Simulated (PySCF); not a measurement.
## C3H5FSe: core ionisation energies

C₃H₅FSe.
SMILES with atom numbers: `[CH3:1][Se:2]/[CH:3]=[CH:4]\[F:5]`

Method used: PySCF 2.14.0, delta-SCF UKS SCAN, pcX-2 on the ionised atom, pcseg-1 elsewhere, spin-free X2C. Binding energies are ΔSCF values: E(core-ionised, relaxed orbitals) − E(ground state) at a fixed geometry, referred to the vacuum level.

Task: Give the core binding energies atom by atom.

Result: 
| atom(s) | bonded to | level | binding energy (eV) | above the level's lowest (eV) | count |
| --- | --- | --- | --- | --- | --- |
| C3 | C (double bond), Se and H | C 1s | 290.82 | 0.00 | 1 |
| C1 | Se and 3 H | C 1s | 291.26 | +0.44 | 1 |
| C4 | F, C (double bond) and H | C 1s | 292.25 | +1.43 | 1 |
| F5 | C | F 1s | 692.90 | 0.00 | 1 |

The listed C 1s values span 1.43 eV, from C3 (bonded to C (double bond), Se and H) to C4 (bonded to F, C (double bond) and H). The widest gap between neighbouring values is 0.99 eV, between 291.26 and 292.25 eV. Summing the Pauling electronegativity differences to the bonded atoms, each weighted by its formal bond order, gives -0.35 for the lowest site and +1.08 for the highest; no listed site has a larger sum than the highest. The smallest sum, -1.05, belongs to C1, 0.44 eV above the lowest.

Task: What is the longest wavelength that can ionise C 1s of C3 vertically?

Result: λ = hc/E = 12398.42 eV Å / 290.82 eV = 42.633 Å.

No level of selenium is listed. Geometry: PBE0-D3(BJ)/def2-SVP, one conformer, isolated molecule.

Shape of the structure used: `[CH3:1][Se:2]/[CH:3]=[CH:4]\[F:5]`: C1–Se2–C3–C4 177°.
